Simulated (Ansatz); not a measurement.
Start from `[CH3][GeH]([Cl])[CH]=O` and change one atom or group to get `[CH3][GeH]([CH3])[Cl]`.

Ansatz, PBE0-D4/def2-TZVP geometries, multiplicity 1. Each molecule was computed in one conformer, which needn't be the lowest.

Scalar relativity is left out up to krypton.

```tsv
property	`[CH3][GeH]([Cl])[CH]=O`
LUMO energy (PBE0/def2-TZVPP) / eV	-1.78
LUMO energy (PBE/def2-TZVPP) / eV	-2.94
size of the dipole moment (ωB97M-V/def2-TZVPP) / D	1.19
HOMO energy (B3LYP/def2-TZVPP) / eV	-7.02
HOMO–LUMO gap (ωB97M-V/def2-TZVPP) / eV	9.94
HOMO energy (ωB97M-V/def2-TZVPP) / eV	-9.45
```

(1) What does the change do to each property? (An estimate is asked.)

## Answers

(1) Ansatz gave: 
```tsv
property	`[CH3][GeH]([CH3])[Cl]`	shift
LUMO energy (PBE0/def2-TZVPP) / eV	0.57	2.35
LUMO energy (PBE/def2-TZVPP) / eV	-0.38	2.56
size of the dipole moment (ωB97M-V/def2-TZVPP) / D	2.67	1.48
HOMO energy (B3LYP/def2-TZVPP) / eV	-8.02	-1.00
HOMO–LUMO gap (ωB97M-V/def2-TZVPP) / eV	12.89	2.95
HOMO energy (ωB97M-V/def2-TZVPP) / eV	-10.50	-1.05
```

With PBE0 the HOMO falls by 1.06 eV and the LUMO rises by 2.35 eV, so the gap widens by about 3.41 eV. PBE moves the HOMO by -1.11 eV and ωB97M-V by -1.05 eV. Dipoles are sizes alone; their direction can turn.

B3LYP here is the variant with VWN-RPA as its local correlation; programs differ in this.
